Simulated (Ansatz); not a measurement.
`[F][GeH2][AlH2]` + `C[SeH]` → `C[Se][GeH2][F]` + `[AlH3]` at 400 K and 1 bar (cleavage of the Ge–Al bond).

Program: Ansatz. Geometries: PBE0-D4/def2-TZVP. ΔE: electronic, gas phase. CCSD(T)/CBS adds triple-zeta CCSD(T) − MP2 to the extrapolated MP2 energy (def2 sets, frozen cores). This one scheme is used for every species. For Ge, Se outer-core shells are correlated without core-valence functions, which leaves a few kJ/mol of doubt a bond. Scalar relativity is left out up to krypton. Each species was taken in one conformer, which may not be the lowest.

```csv
species,CCSD(T)/CBS energy (Eh),H − E (kJ/mol),S (J/(mol·K))
`[F][GeH2][AlH2]`,-2420.33314,109.8,357.9
`C[SeH]`,-2441.15625,135.4,284.5
`C[Se][GeH2][F]`,-4617.72550,179.7,394.0
`[AlH3]`,-243.78045,63.6,220.9
```

H − E and S are ideal-gas, rigid-rotor, harmonic terms from PBE0-D4/def2-TZVP, for one conformer and one mirror image of each species. 1 Eh = 2625.50 kJ/mol, R = 8.31446 J/(mol·K).

Question: By hand: ΔE, ΔH, ΔS and ΔG.

Answer: ΔE = (-4617.72550) + (-243.78045) − (-2420.33314) − (-2441.15625) = -0.01656 Eh = -43.5 kJ/mol. Δ(H − E) = 179.7 + 63.6 − 109.8 − 135.4 = -1.9, so ΔH = -45.4 kJ/mol. ΔS = 394.0 + 220.9 − 357.9 − 284.5 = -27.5 J/(mol·K). ΔG = -45.4 − 400 × (-27.5)/1000 = -34.4 kJ/mol.

Question: By hand: the equilibrium constant, and the temperature at which ΔG would vanish if ΔH and ΔS stayed fixed.

Answer: log₁₀ K = −ΔG/(RT ln 10) = 4.5. ΔG = 0 at ΔH/ΔS = 1651 K.

ΔH outweighs TΔS. A doubt of 5 kJ/mol in ΔE shifts log₁₀ K by 0.7 here. Other conformers and mirror images would add mixing entropy, several J/(mol·K) or more a flexible species. Modes under 60 cm⁻¹, often nearly free rotors, make the harmonic entropy too high. These are equilibria of isolated gas molecules and say nothing of rates. Largest T1 diagnostic: 0.012 (customary marks: 0.02 for closed shells, 0.045 for open ones).
